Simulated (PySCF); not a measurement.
Choosing a molecule for a target property.

All species are isolated and taken at one optimised geometry, non-relativistic unless stated. Electronic properties by PySCF.

The conformers computed, where there is a choice (atom-mapped SMILES and torsion angles):
- `[CH3:1][NH:2][B:3]([NH2:4])[NH2:5]`: C1–N2–B3–N4 176°, H–N4–B3–N2 179°, H–N4–B3–N2 -18°, H–N5–B3–N2 -21°, H–N5–B3–N2 178°
- `[CH:1]1=[CH:2][C:3]1=[CH:4][c:5]1[cH:6][cH:7][cH:8][cH:9][cH:10]1`: C3–C4–C5–C6 180°
- `[NH2+:1]=[CH:2][NH:3][CH2:4][c:5]1[cH:6][cH:7][cH:8][cH:9][cH:10]1`: N1–C2–N3–C4 3°, C2–N3–C4–C5 -46°, N3–C4–C5–C6 123°
- `[CH3:1][S:2][SiH:3]1[SiH2:4][SiH2:5][SiH2:6]1`: C1–S2–Si3–Si4 155°

Question: Wanted: electronic spatial extent ⟨r²⟩ about the centre of nuclear charge above 1400 bohr² (B3LYP/def2-SVPD) and static isotropic polarisability above 122 au (B3LYP/def2-SVPD), at PBE0-D3(BJ)/def2-SVP geometries. Which candidate meets both?
A. `[NH2+]=CNCc1ccccc1`
B. `C=C1C=Cc2ccccc21`
C. `CNB(N)N`
D. `c1ccccc1C=C1C=C1`

Answer: D. Computed values:
```csv
species,electronic spatial extent ⟨r²⟩ about the centre of nuclear charge,static isotropic polarisability
CNB(N)N,502 bohr²,54.7 au
C=C1C=Cc2ccccc21,1303 bohr²,121.2 au
[NH2+]=CNCc1ccccc1,1443 bohr²,101.6 au
c1ccccc1C=C1C=C1,1677 bohr²,123.6 au
```

Question: Wanted: HOMO–LUMO gap above 5.9 eV (B3LYP/def2-SVPD) and smallest rotational constant above 0.85 GHz (PBE0-D3(BJ)/def2-SVP), at PBE0-D3(BJ)/def2-SVP geometries. Which candidate meets both?
A. `C1=CC1=Cc1ccccc1`
B. `[F][Cu]<-[AsH3]`
C. `[NH2+]=CNCc1ccccc1`
D. `CS[SiH]1[SiH2][SiH2][SiH2]1`
E. `CNB(N)N`

Answer: E. Computed values:
| species | HOMO–LUMO gap | smallest rotational constant |
| --- | --- | --- |
| C1=CC1=Cc1ccccc1 | 4.10 eV | 0.648 GHz |
| [NH2+]=CNCc1ccccc1 | 5.15 eV | 0.897 GHz |
| CS[SiH]1[SiH2][SiH2][SiH2]1 | 5.51 eV | 0.805 GHz |
| [F][Cu]<-[AsH3] | 5.79 eV | 1.508 GHz |
| CNB(N)N | 6.02 eV | 2.587 GHz |

Question: Wanted: lowest singlet excitation below 4.5 eV (TDDFT B3LYP/def2-SVPD) and HOMO energy below -6.5 eV (B3LYP/def2-SVPD), at PBE0-D3(BJ)/def2-SVP geometries. Which candidate meets both?
A. `CNB(N)N`
B. `[F][Cu]<-[AsH3]`
C. `[NH2+]=CNCC1=CC=CC=C1`
D. `C1=CC1=Cc1ccccc1`

Answer: C. Computed values:
```csv
species,lowest singlet excitation,HOMO energy
C1=CC1=Cc1ccccc1,3.31 eV,-5.30 eV
[NH2+]=CNCC1=CC=CC=C1,4.40 eV,-10.78 eV
[F][Cu]<-[AsH3],4.64 eV,-7.00 eV
CNB(N)N,5.10 eV,-5.99 eV
```
